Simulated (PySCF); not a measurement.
Re⁵⁷⁺ (rhenium, charge +57): Hartree-Fock from Schrödinger to Dirac-Coulomb

Occupied: 1s1/2, 2s1/2, 2p1/2, 2p3/2, 3s1/2, 3p1/2, 3p3/2. Hartree-Fock calculated with PySCF 2.14 in an even-tempered Gaussian basis (20 s from 7.5 bohr⁻², ratio 2.3; 16 p from 9 bohr⁻², ratio 2.3), Gaussian nucleus throughout. NR is non-relativistic, sf-X2C the spin-free one-electron X2C Hamiltonian, X2C adds the bare one-electron spin-orbit term, X2C-SNSO screens it by Boettger's factors, DC is four-component Dirac-Coulomb, and the Gaunt term is added at first order (total energies over the DC spinors, levels after relaxing the spinors in that mean field). QED terms are absent. Levels marked empty are virtual spinors of this ion; the basis has s and p functions only, so 3d, which can lie below the n = 4 levels, is absent.

```tsv
level (eV)	NR	sf-X2C	X2C	X2C-SNSO
1s1/2	-70265.1	-76287.5	-76265.0	-76266.3
2s1/2	-15044.7	-16729.1	-16722.4	-16722.8
2p1/2	-14615.9	-15142.0	-16224.6	-16190.3
2p3/2	-14615.9	-15142.0	-14709.6	-14720.6
3s1/2	-6015.6	-6522.2	-6520.2	-6520.3
3p1/2	-5831.8	-6033.8	-6309.9	-6301.2
3p3/2	-5831.8	-6033.8	-5921.4	-5924.3
4s1/2 (empty)	-3122.3	-3323.3	-3322.8	-3322.8
4p1/2 (empty)	-3050.2	-3139.4	-3241.6	-3238.5
4p3/2 (empty)	-3050.2	-3139.4	-3097.6	-3098.6
```

Task: Where do the four-component calculations put these levels?

Result: 1s1/2: DC -76359.9, DC+Gaunt -76096.7; 2s1/2: DC -16736.1, DC+Gaunt -16706.4; 2p1/2: DC -16198.3, DC+Gaunt -16150.1; 2p3/2: DC -14730.8, DC+Gaunt -14698.5; 3s1/2: DC -6523.6, DC+Gaunt -6516.4; 3p1/2: DC -6303.3, DC+Gaunt -6291.5; 3p3/2: DC -5926.6, DC+Gaunt -5918.5; 4s1/2 (empty): DC -3324.0, DC+Gaunt -3321.2; 4p1/2 (empty): DC -3239.2, DC+Gaunt -3234.8; 4p3/2 (empty): DC -3099.4, DC+Gaunt -3096.4 (eV).

```
Hamiltonian  E (hartree)  E − E(DC) (hartree)  CPU seconds
         NR  -12456.8544             894.9039         0.57
     sf-X2C  -13325.2528              26.5055         0.41
        X2C  -13346.6443               5.1141         0.41
   X2C-SNSO  -13345.4293               6.3291         0.41
         DC  -13351.7584               0.0000           23
   DC+Gaunt  -13334.2733              17.4851           33
```

Weight of the small component: 1s1/2 0.0802, 2s1/2 0.0186, 2p1/2 0.0185, 2p3/2 0.0168, 3s1/2 0.00702, 3p1/2 0.00691, 3p3/2 0.00646, 4s1/2 0.00342, 4p1/2 0.00339, 4p3/2 0.00321.

Koopmans' value for the highest occupied level at DC+Gaunt: 5918.5 eV, against an ionisation energy of 5919 ± 6 eV (theoretical estimate listed by NIST; NIST Atomic Spectra Database, ionization energies); the former lacks relaxation, correlation, QED and recoil.

The whole ladder took 63 s of wall time on 1 thread of Intel(R) Xeon(R) 6975P-C (shared host), launched as `OMP_NUM_THREADS=1 python relrun2.py TASK.json OUT` (a driver that calls PySCF for each Hamiltonian).
